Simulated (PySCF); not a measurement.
## Ionisation energy of Ce by level of theory

Ce [Xe] 4f1 5d1 6s2 (high-spin determinant) → Ce⁺ [Xe] 4f1 5d2 (high-spin determinant), as a difference of total energies. Computed with PySCF 2.14 in x2c-TZVPPall, with the spin-free X2C one-electron Hamiltonian (Gaussian nucleus). Correlated levels: valence: [Kr] 4d10 frozen. The calculations carry no spin-orbit coupling.

```
           method  ionisation energy (eV)
              UHF                   4.458
    MP2 (valence)                   5.589
SCS-MP2 (valence)                   5.606
   CCSD (valence)                   5.514
CCSD(T) (valence)                   5.671
```

Task: How much does correlation contribute at CCSD(T) (valence)?

Result: 5.671 − (4.458) = 1.213 eV, measured against UHF.

A first-order spin-orbit estimate (lowest level to lowest level, LS coupling) adds -0.036 eV.

The ground level that NIST lists for one species does not belong to the high-spin term computed here, so part of any gap is the choice of state.

Errors of the correlated levels include the incompleteness of this basis and the frozen core.

The determinant of Ce and of Ce⁺ mixes LS terms, which raises its energy above the lowest term, most at the Hartree-Fock and MP2 levels.

For comparison: 5.539 eV (measured; NIST Atomic Spectra Database, ionization energies).
